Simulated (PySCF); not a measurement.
C₄H₄ClF, SMILES C(/C(=C)F)=C/Cl. Heavy atoms are numbered as in [CH2:1]=[C:2]([F:3])/[CH:4]=[CH:5]\[Cl:6]. Hydrogens are named by the atom that carries them.

Geometry: B3LYP-D3(BJ)/def2-SVP. The structure was generated by enumeration; whether it is a known compound was not checked. Other conformers were not sampled.

The numbers are results of PBE/def2-TZVP (PySCF), not measurements.

ESP charges are fitted to the potential on shells at 1.4 to 2.0 van der Waals radii. Atomic charges (e), one atom of each kind:

```json
[
 {"atom": "C1 (CH2)", "ESP fit": "-0.70", "meta-Löwdin": "-0.32"},
 {"atom": "C2", "ESP fit": "0.44", "meta-Löwdin": "0.28"},
 {"atom": "F3", "ESP fit": "-0.15", "meta-Löwdin": "-0.24"},
 {"atom": "C4 (CH)", "ESP fit": "-0.17", "meta-Löwdin": "-0.16"},
 {"atom": "C5 (CH)", "ESP fit": "-0.27", "meta-Löwdin": "-0.12"},
 {"atom": "Cl6", "ESP fit": "0.00", "meta-Löwdin": "-0.01"},
 {"atom": "H on C1", "ESP fit": "0.25", "meta-Löwdin": "0.14"},
 {"atom": "H on C4", "ESP fit": "0.15", "meta-Löwdin": "0.14"},
 {"atom": "H on C5", "ESP fit": "0.21", "meta-Löwdin": "0.14"}
]
```

Question: Give the Mayer and Wiberg (Löwdin basis) orders of the bonds. (The exact figures need the calculation; the answer reports its results.)

Answer: 
```json
[
 {"bond": "C1–C2", "Mayer": "1.76", "Wiberg": "1.99"},
 {"bond": "C2–F3", "Mayer": "1.13", "Wiberg": "1.73"},
 {"bond": "C2–C4", "Mayer": "1.11", "Wiberg": "1.28"},
 {"bond": "C4–C5", "Mayer": "1.81", "Wiberg": "2.01"},
 {"bond": "C5–Cl6", "Mayer": "1.18", "Wiberg": "1.77"}
]
```
